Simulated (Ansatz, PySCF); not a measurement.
C2H7AlO2, SMILES [O]([AlH][O]C)C. Atoms are numbered in the order given.

```xyz
12

Al    -0.5569     0.3608     1.1818
H     -1.1976     0.7758     2.5442
O     -1.0426     1.1798    -0.2183
C     -0.8485     1.2530    -1.5963
H     -0.4983     2.2600    -1.8891
H     -0.1047     0.5214    -1.9678
H     -1.7957     1.0658    -2.1353
O      0.5887    -0.8858     1.1780
C      1.4316    -1.6319     0.3567
H      1.3645    -1.3412    -0.7099
H      2.4861    -1.5132     0.6672
H      1.1896    -2.7088     0.4229
```
Charge 0, spin multiplicity 1.

The structure is a stationary point at B3LYP-D3(BJ)/def2-SVP. The structure was generated by enumeration; whether it is a known compound was not checked. The values are those of a single conformer.

Two levels are set side by side: PBE-D3(BJ)/def2-SVP (Ansatz, an electronic-structure program) and B3LYP-D3(BJ)/def2-SVP (Ansatz). Each level has its own optimised geometry; the coordinates shown are those of the second. Frequencies come from the Hessian of PySCF at each geometry. Differences are taken from unrounded values.

| quantity | B3LYP-D3(BJ) |
|---|---|
| mean bond length (Å) | 1.307 |
| bond Al1–O3 (Å) | 1.693 |
| bond Al1–O8 (Å) | 1.693 |
| bond O3–C4 (Å) | 1.394 |
| bond O8–C9 (Å) | 1.393 |
| bond Al1–H2 (Å) | 1.562 |
| bond C4–H5 (Å) | 1.106 |
| bond C4–H6 (Å) | 1.107 |
| bond C4–H7 (Å) | 1.106 |
| bond C9–H10 (Å) | 1.108 |
| bond C9–H11 (Å) | 1.106 |
| bond C9–H12 (Å) | 1.106 |
| highest harmonic wavenumber (cm⁻¹) | 3054 |
| mean harmonic wavenumber (cm⁻¹) | 1325 |
| zero-point energy (kcal/mol) | 56.81 |

Task: What does PBE-D3(BJ) give, and how far is it from B3LYP-D3(BJ)? (Estimate from the structure and the level; the computed values follow.)

Result: 
```tsv
quantity	PBE-D3(BJ)	PBE-D3(BJ) minus B3LYP-D3(BJ)
mean bond length (Å)	1.316	0.009
bond Al1–O3 (Å)	1.707	0.014
bond Al1–O8 (Å)	1.707	0.014
bond O3–C4 (Å)	1.398	0.004
bond O8–C9 (Å)	1.398	0.005
bond Al1–H2 (Å)	1.575	0.013
bond C4–H5 (Å)	1.114	0.008
bond C4–H6 (Å)	1.116	0.008
bond C4–H7 (Å)	1.114	0.008
bond C9–H10 (Å)	1.116	0.008
bond C9–H11 (Å)	1.114	0.008
bond C9–H12 (Å)	1.114	0.008
highest harmonic wavenumber (cm⁻¹)	2988	-66
mean harmonic wavenumber (cm⁻¹)	1288	-37
zero-point energy (kcal/mol)	55.22	-1.59
```

Exact exchange shortens and stiffens bonds; PBE has none. Differences between two approximate levels are no errors against the true value.
